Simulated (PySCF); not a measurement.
Gas-phase reaction: GeF₃ + Br₂ → GeBr₂ + 3 F

Method: PySCF energies plus ideal-gas RRHO corrections (1 bar). † marks an energy on the PBE0/def2-TZVP geometry and frequencies; other levels use their own. MP2 freezes the core. Open shells (unrestricted): GeF₃ (multiplicity 2), F (multiplicity 2); the rest are closed-shell singlets. Spin-orbit splitting is ignored; it lowers the true energy and changes the entropy of F. Br, Ge: all electrons, no relativistic terms. GeF₃: computed as isolated molecules; such fragments, hydroxides, amides, oligomers or adducts are transient or little studied in the gas. MP2 isn't extrapolated to the basis-set limit.

```csv
level,"ΔH°(298 K), kJ"
HF/def2-TZVP†,521
MP2/def2-SVP†,(withheld)
PBE0/def2-TZVP,(withheld)
r2SCAN/def2-TZVP†,(withheld)
ωB97M-V/def2-TZVP†,874
ωB97X-V/def2-TZVP†,882
```

**Question.** What belongs in the gaps?

**Answer.** 
- MP2/def2-SVP†, ΔH°(298 K), kJ: 866
- PBE0/def2-TZVP, ΔH°(298 K), kJ: 851
- r2SCAN/def2-TZVP†, ΔH°(298 K), kJ: 886
